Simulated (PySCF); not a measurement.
PySCF input file for CH₇ClOSi₂, SMILES C[SiH2][Si@H](Cl)O, ωB97X-D3(BJ)/def2-SVP. The structure is a stationary point at ωB97X-D3(BJ)/def2-SVP. The structure was generated by enumeration; whether it is a known compound was not checked. Other conformers were not sampled.

```python
import numpy as np
from pyscf import gto, scf, dft, df
from pyscf.hessian import thermo

mol = gto.M(
    atom='''
    C     1.62284020    0.30105324   -2.43072826
    Si    0.42036613   -0.70791030   -1.38966196
    Si    0.18398414    0.26012497    0.70631341
    O    -0.18392209    1.86052644    0.43367162
    Cl   -1.37428832   -0.68721133    1.70724382
    H     1.69408296   -0.09463285   -3.45581143
    H     1.28212158    1.34704177   -2.48303167
    H     2.63114079    0.29095274   -1.98759074
    H     0.89587599   -2.11380962   -1.21544691
    H    -0.93475984   -0.74416322   -2.01513260
    H     1.36172809    0.14362409    1.61409189
    H    -0.29385644    2.43204306    1.20165310
    ''',
    basis='def2-SVP',
    charge=0,
    spin=0,
    max_memory=1600,
    verbose=3,
)
mf = dft.RKS(mol, xc='wb97x-d3bj').density_fit(auxbasis='def2-universal-jkfit')
mf.grids.level = 3
mf.conv_tol = 1e-11
mf.max_cycle = 100
mf.kernel()

# [left out here: the lines that compute and print the analytic Hessian (its translational invariance restored by hand, since the grid's response is missing), thermochemistry and intensities]
```

Log of the run:

```
[...]
       0   C                -0.11 -0.11  0.08    0.04  0.04  0.01    0.01  0.03  0.03
       1  Si                 0.06  0.06 -0.07   -0.04 -0.01  0.01   -0.01 -0.02 -0.01
       2  Si                 0.00 -0.01 -0.00    0.01 -0.01 -0.01    0.02  0.02 -0.05
       3   O                 0.00  0.00 -0.00    0.01  0.01 -0.03   -0.01 -0.04  0.04
       4  Cl                 0.00  0.00  0.00    0.00  0.00  0.00    0.01  0.00  0.01
       5   H                -0.04  0.01  0.04   -0.12 -0.09  0.04   -0.12 -0.13  0.08
       6   H                -0.21 -0.14  0.22    0.03  0.03 -0.12    0.05  0.04 -0.12
       7   H                -0.16 -0.09  0.18    0.11  0.07 -0.16    0.07  0.01 -0.10
       8   H                -0.00  0.07  0.20    0.01  0.02  0.12    0.03  0.02  0.09
       9   H                 0.03  0.02  0.00    0.06 -0.06 -0.17   -0.03  0.05  0.04
      10   H                -0.17  0.10  0.23   -0.27  0.40  0.40   -0.43 -0.33  0.48
      11   H                 0.02 -0.07  0.06    0.09 -0.47  0.36   -0.04  0.36 -0.27
Mode                                15                  16                  17
Irrep
Freq [cm^-1]                      857.6212            888.0392            895.3771
Reduced mass [au]                   1.8969              1.3622              1.3114
Force const [Dyne/A]                0.8220              0.6329              0.6195
Char temp [K]                    1233.9260           1277.6906           1288.2483
Normal mode                   x     y     z       x     y     z       x     y     z
       0   C                -0.00  0.00 -0.00    0.06 -0.00  0.07    0.07 -0.09 -0.01
       1  Si                 0.00  0.00 -0.00   -0.01  0.00 -0.05   -0.03  0.03  0.02
       2  Si                -0.02  0.05 -0.03   -0.01 -0.04  0.01    0.00  0.03 -0.02
       3   O                 0.06 -0.14  0.06   -0.00  0.05  0.01    0.00 -0.03  0.00
       4  Cl                -0.01  0.00  0.00    0.00  0.00 -0.00   -0.00 -0.00  0.00
       5   H                 0.01 -0.00 -0.00   -0.28 -0.14  0.09    0.03  0.24 -0.14
       6   H                 0.01  0.01 -0.00   -0.17 -0.08 -0.05   -0.33 -0.19  0.26
       7   H                -0.01 -0.01  0.01    0.21  0.20 -0.28    0.11  0.28 -0.10
       8   H                -0.02 -0.00  0.02    0.07  0.05  0.16    0.32  0.09 -0.43
       9   H                 0.01 -0.00 -0.02   -0.23 -0.09  0.46   -0.02 -0.15  0.02
      10   H                 0.08  0.65 -0.07    0.13  0.20 -0.13   -0.10 -0.09  0.09
      11   H                -0.08  0.16 -0.19   -0.05  0.16 -0.09    0.02 -0.05  0.02
Mode                                18                  19                  20
Irrep
Freq [cm^-1]                      945.6643            948.1303           1284.2181
Reduced mass [au]                   1.3684              1.4028              1.2522
Force const [Dyne/A]                0.7210              0.7430              1.2167
Char temp [K]                    1360.6004           1364.1484           1847.7040
Normal mode                   x     y     z       x     y     z       x     y     z
       0   C                -0.01 -0.01 -0.03    0.00  0.00  0.02    0.08  0.07 -0.07
       1  Si                -0.02 -0.02  0.02   -0.01 -0.03 -0.03   -0.01 -0.00  0.01
       2  Si                 0.01 -0.07 -0.01   -0.02  0.07  0.02    0.00  0.00 -0.00
       3   O                -0.01  0.07  0.02    0.01 -0.08 -0.02   -0.00 -0.00  0.00
       4  Cl                 0.00  0.00 -0.00    0.00 -0.00 -0.00   -0.00 -0.00 -0.00
       5   H                 0.12  0.10 -0.07   -0.05 -0.03  0.03   -0.32 -0.38  0.08
       6   H                 0.00 -0.00  0.05   -0.01 -0.00 -0.04   -0.42 -0.08  0.30
       7   H                -0.05 -0.02  0.07    0.03  0.00 -0.05   -0.13 -0.30  0.39
       8   H                 0.46  0.16  0.09    0.38  0.15  0.27    0.02 -0.00 -0.01
       9   H                 0.07  0.49 -0.18   -0.09  0.48  0.13   -0.00  0.01 -0.01
      10   H                -0.01  0.27  0.06    0.08 -0.25 -0.13   -0.00 -0.01  0.00
      11   H                -0.07  0.24 -0.12    0.07 -0.28  0.15    0.00 -0.00  0.00
Mode                                21                  22                  23
Irrep
Freq [cm^-1]                     1445.2513           1447.5019           2236.5883
Reduced mass [au]                   1.0477              1.0498              1.0388
Force const [Dyne/A]                1.2894              1.2959              3.0616
Char temp [K]                    2079.3948           2082.6330           3217.9527
Normal mode                   x     y     z       x     y     z       x     y     z
       0   C                -0.04  0.04 -0.00   -0.02 -0.03 -0.05    0.00 -0.00 -0.00
       1  Si                -0.00  0.00 -0.00   -0.00 -0.00 -0.00    0.01 -0.03  0.00
       2  Si                 0.00  0.00 -0.00    0.00  0.00  0.00   -0.02  0.00 -0.01
       3   O                 0.00 -0.00  0.00   -0.00 -0.00  0.00   -0.00 -0.00 -0.00
       4  Cl                -0.00 -0.00  0.00    0.00 -0.00 -0.00   -0.00 -0.00 -0.00
       5   H                 0.58 -0.33  0.18   -0.08 -0.37  0.09    0.00 -0.00 -0.00
       6   H                -0.18  0.00  0.34    0.44  0.16  0.51   -0.00 -0.00  0.00
       7   H                 0.17 -0.25 -0.48   -0.06  0.55  0.08    0.00 -0.00  0.00
       8   H                 0.01  0.01 -0.01    0.01  0.00  0.01   -0.26  0.75 -0.10
       9   H                -0.00 -0.01  0.00   -0.01  0.01  0.01    0.07 -0.01  0.03
      10   H                -0.00  0.00 -0.00    0.00 -0.00  0.00    0.44 -0.05  0.34
      11   H                -0.00 -0.00  0.00    0.00 -0.00  0.00   -0.00 -0.00  0.00
Mode                                24                  25                  26
Irrep
Freq [cm^-1]                     2245.7208           2248.2815           3070.7928
Reduced mass [au]                   1.0382              1.0453              1.0358
Force const [Dyne/A]                3.0849              3.1131              5.7548
Char temp [K]                    3231.0922           3234.7765           4418.1871
Normal mode                   x     y     z       x     y     z       x     y     z
       0   C                 0.00  0.00 -0.00   -0.00 -0.00  0.00   -0.03 -0.03  0.03
       1  Si                -0.00 -0.02 -0.00    0.03 -0.01  0.01    0.00  0.00 -0.00
       2  Si                 0.02 -0.00  0.02    0.01 -0.00  0.00   -0.00 -0.00 -0.00
       3   O                 0.00 -0.00  0.00   -0.00  0.00  0.00    0.00  0.00 -0.00
       4  Cl                 0.00  0.00 -0.00   -0.00 -0.00  0.00   -0.00  0.00  0.00
       5   H                -0.00 -0.00 -0.00   -0.00  0.00  0.00    0.03 -0.21 -0.52
       6   H                -0.00 -0.00  0.00    0.00 -0.00 -0.00   -0.18  0.53 -0.02
       7   H                -0.00 -0.00  0.00    0.01  0.00 -0.00    0.52 -0.01  0.24
       8   H                -0.17  0.49 -0.06   -0.06  0.20 -0.02   -0.00 -0.00  0.00
       9   H                 0.25  0.00  0.12   -0.85 -0.02 -0.39   -0.00 -0.00  0.00
      10   H                -0.61  0.06 -0.48   -0.15  0.02 -0.11    0.00  0.00  0.00
      11   H                 0.00 -0.00 -0.00    0.00  0.00 -0.00   -0.00  0.00 -0.00
Mode                                27                  28                  29
Irrep
Freq [cm^-1]                     3174.6104           3178.5352           3918.7613
Reduced mass [au]                   1.1035              1.1041              1.0669
Force const [Dyne/A]                6.5523              6.5721              9.6532
Char temp [K]                    4567.5575           4573.2045           5638.2250
Normal mode                   x     y     z       x     y     z       x     y     z
       0   C                 0.07 -0.02  0.05    0.02 -0.07 -0.05   -0.00  0.00  0.00
       1  Si                 0.00 -0.00  0.00    0.00 -0.00 -0.00    0.00 -0.00  0.00
       2  Si                 0.00  0.00 -0.00   -0.00 -0.00  0.00   -0.00  0.00 -0.00
       3   O                -0.00 -0.00 -0.00    0.00  0.00 -0.00    0.01 -0.04 -0.05
       4  Cl                 0.00 -0.00 -0.00   -0.00  0.00  0.00    0.00  0.00 -0.00
       5   H                 0.03 -0.14 -0.34   -0.04  0.24  0.64   -0.00  0.00  0.00
       6   H                -0.12  0.40 -0.01   -0.20  0.62 -0.04    0.00  0.00 -0.00
       7   H                -0.70  0.00 -0.30    0.03 -0.01  0.00    0.00 -0.00 -0.00
       8   H                -0.00  0.00 -0.00   -0.00  0.00 -0.00   -0.00  0.00  0.00
       9   H                -0.00 -0.00 -0.00    0.00  0.00  0.00   -0.00  0.00  0.00
      10   H                -0.00 -0.00 -0.00    0.00  0.00  0.00   -0.00  0.00 -0.00
      11   H                 0.00  0.00 -0.00    0.00 -0.00 -0.00   -0.11  0.59  0.76
temperature 298.1500 [K]
pressure 101325.00 [Pa]
Rotational constants [GHz] 4.03917 1.29314 1.05139
Symmetry number 1
Zero-point energy (ZPE) 0.07980 [Eh]   209520.253 [J/mol]
                           tot       elec      trans        rot        vib
Entropy [J/mol/K]       388.915      0.000    169.130    119.081    100.704
Cv [J/mol/K]            123.876      0.000     12.472     12.472     98.932
Cp [J/mol/K]            132.190      0.000     20.786     12.472     98.932
Internal energy [J/mol]                      3718.434   3718.434 225031.098
Internal energy [Eh]   -1156.42396  -1156.51251
Enthalpy [J/mol]                             6197.391   3718.434 225031.098
Enthalpy [Eh]          -1156.42302
Gibbs free energy [J/mol]                  -44228.763 -31785.712 195006.299
Gibbs free energy [Eh] -1156.46719
static polarisability / bohr^3: [[67.518  3.931 -8.363]
 [ 3.929 64.764  0.448]
 [-8.369  0.449 76.309]]
largest difference of analytic and finite-field dipole derivatives / e: 0.0007123002299609382
mode   freq/cm-1   IR/(km/mol)   Raman/(A^4/amu)   depolarisation
   1       39.46         0.204             0.017            0.714
   2       75.53         0.364             0.153            0.728
   3      146.21         2.273             0.340            0.654
   4      169.32         2.886             4.049            0.605
   5      202.61         3.524             0.499            0.630
   6      234.39        18.589             2.491            0.576
   7      320.83       112.535             1.273            0.730
   8      426.45        14.121             9.740            0.168
   9      467.69         9.667             6.441            0.145
  10      560.63       119.747             5.131            0.722
  11      612.59        36.017             7.831            0.681
  12      679.51        30.231             7.902            0.596
  13      717.58        68.294            10.721            0.265
  14      756.31       136.361            10.439            0.724
  15      834.83       261.483             6.280            0.679
  16      857.62        52.728             7.201            0.626
  17      888.04       105.777             6.735            0.673
  18      895.38        82.198             4.584            0.658
  19      945.66       128.637             5.859            0.662
  20      948.13         8.257            13.878            0.729
  21     1284.22        16.087             0.879            0.053
  22     1445.25         7.025            14.668            0.747
  23     1447.50         3.616            10.098            0.743
  24     2236.59       103.660            90.133            0.692
  25     2245.72        97.248           259.684            0.096
  26     2248.28       142.048            70.597            0.448
  27     3070.79         3.677           125.631            0.007
  28     3174.61         2.246            74.386            0.736
  29     3178.54         1.349            95.439            0.705
  30     3918.76       118.218           136.891            0.309
max |gradient| / (hartree/bohr): 3.0972140934636344e-05
APT charges: [-0.3628  0.8643  1.4625 -0.8944 -0.6177  0.0133  0.0382  0.0266 -0.2634
 -0.2616 -0.3258  0.3208]
```

The run converged.
